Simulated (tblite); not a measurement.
Compound: C3H13GeN3.
SMILES with atom numbers: `[CH3:1][CH2:2][CH2:3][Ge:4]([NH2:5])([NH2:6])[NH2:7]` (hydrogens: H8, H9, H10 on C1; H11, H12 on C2; H13, H14 on C3; H15, H16 on N5; H17, H18 on N6; H19, H20 on N7)

Computed with GFN2-xTB (tblite), gas phase: L-BFGS steps from a force-field or distance-geometry start until the largest atomic force falls under 0.01 eV/Å.

Step 124: E = -646.0690 eV
```
atom  x, y, z in Å  |  force x, y, z in eV/Å
C1      2.9897   -0.2502   -0.4264   -0.008  -0.013  -0.020
C2      1.4856   -0.4435   -0.5719   -0.001   0.003  -0.019
C3      0.7115    0.3130    0.4968    0.021   0.019   0.004
Ge4    -1.2595    0.1778    0.2358   -0.003   0.013   0.032
N5     -1.7741   -1.5159    0.7414   -0.039   0.012  -0.073
N6     -2.3370    1.4106    1.0870   -0.001   0.000   0.020
N7     -1.6309    0.4741   -1.5237   -0.026   0.015  -0.013
H8      3.2489    0.8005   -0.5379    0.006   0.013   0.019
H9      3.5179   -0.8146   -1.1906    0.036  -0.020  -0.014
H10     3.3333   -0.5867    0.5490   -0.008  -0.011   0.026
H11     1.1760   -0.0853   -1.5550   -0.007  -0.006  -0.016
H12     1.2381   -1.5051   -0.5099    0.016   0.005  -0.004
H13     0.9815   -0.0701    1.4822   -0.004   0.027   0.010
H14     0.9923    1.3662    0.4694    0.027   0.024   0.013
H15    -2.7652   -1.6816    0.6326   -0.024  -0.037   0.020
H16    -1.5248   -1.7810    1.6817    0.021  -0.022   0.040
H17    -2.2150    1.4643    2.0890   -0.010   0.008   0.008
H18    -2.2624    2.3497    0.7226    0.017  -0.022  -0.025
H19    -1.3027   -0.2430   -2.1533    0.015  -0.026  -0.009
H20    -2.6085    0.6316   -1.7219   -0.028   0.017   0.001
```

Step 125: E = -646.0697 eV
```
atom  x, y, z in Å  |  force x, y, z in eV/Å
C1      2.9882   -0.2506   -0.4254   -0.011  -0.020  -0.013
C2      1.4840   -0.4443   -0.5696   -0.006   0.002  -0.016
C3      0.7085    0.3154    0.4963    0.023   0.016   0.008
Ge4    -1.2626    0.1774    0.2360    0.010   0.021   0.018
N5     -1.7730   -1.5201    0.7341   -0.011   0.010   0.008
N6     -2.3404    1.4106    1.0872    0.008   0.007   0.020
N7     -1.6288    0.4761   -1.5236   -0.016   0.006  -0.029
H8      3.2477    0.8008   -0.5325    0.003  -0.002   0.022
H9      3.5146   -0.8126   -1.1925    0.039  -0.014  -0.024
H10     3.3335   -0.5942    0.5469   -0.008   0.004   0.033
H11     1.1746   -0.0898   -1.5541   -0.010  -0.005  -0.010
H12     1.2375   -1.5061   -0.5042    0.014   0.010  -0.004
H13     0.9758   -0.0632    1.4841    0.011   0.020   0.007
H14     0.9899    1.3684    0.4659    0.020   0.023   0.011
H15    -2.7666   -1.6821    0.6445   -0.025  -0.038   0.021
H16    -1.5053   -1.7876    1.6707   -0.008  -0.017  -0.026
H17    -2.2138    1.4684    2.0884   -0.013   0.000   0.013
H18    -2.2602    2.3485    0.7203    0.010  -0.024  -0.028
H19    -1.3050   -0.2467   -2.1496    0.007  -0.015  -0.007
H20    -2.6038    0.6423   -1.7257   -0.038   0.016  -0.001
```

**Question.** Estimate the geometry and energy of step 126. (The exact step hangs on the optimiser's Hessian estimate; all steps are aligned on step 125, rigid shifts and turns removed.)

**Answer.** E = -646.0702 eV, largest force 0.052 eV/Å
```
atom  x, y, z in Å  |  force x, y, z in eV/Å
C1      2.9883   -0.2509   -0.4258   -0.008  -0.037  -0.015
C2      1.4837   -0.4446   -0.5693   -0.005   0.004  -0.008
C3      0.7089    0.3172    0.4961    0.015   0.013   0.007
Ge4    -1.2637    0.1771    0.2369    0.016   0.019   0.002
N5     -1.7728   -1.5233    0.7311   -0.043   0.016   0.025
N6     -2.3438    1.4097    1.0871    0.016   0.008   0.017
N7     -1.6280    0.4780   -1.5233   -0.021   0.002  -0.028
H8      3.2483    0.8008   -0.5303    0.003  -0.012   0.018
H9      3.5148   -0.8132   -1.1935    0.028   0.003  -0.016
H10     3.3330   -0.5975    0.5458   -0.008   0.012   0.030
H11     1.1731   -0.0922   -1.5545   -0.006  -0.003  -0.002
H12     1.2380   -1.5066   -0.5019    0.011   0.014  -0.004
H13     0.9745   -0.0593    1.4852    0.020   0.012   0.003
H14     0.9924    1.3699    0.4651    0.005   0.016   0.004
H15    -2.7687   -1.6836    0.6514    0.023  -0.025   0.020
H16    -1.4974   -1.7902    1.6661   -0.014  -0.021  -0.038
H17    -2.2170    1.4708    2.0882   -0.012  -0.002   0.012
H18    -2.2603    2.3462    0.7171    0.004  -0.023  -0.024
H19    -1.3062   -0.2470   -2.1482   -0.004  -0.006  -0.003
H20    -2.6024    0.6491   -1.7263   -0.021   0.008   0.000
```

The energy changes by -0.0005 eV. The first-order estimate −F·Δx gives -0.0007 eV and the mean of the old and new forces, exact on a quadratic surface, -0.0005 eV. The step makes an angle of 73° with the force vector and moves no atom by more than 0.009 Å.

The cost below is that of the whole relaxation. On one thread, Arm Neoverse N1 (aarch64), no GPU, on a shared host, this took 2.0 s wall.
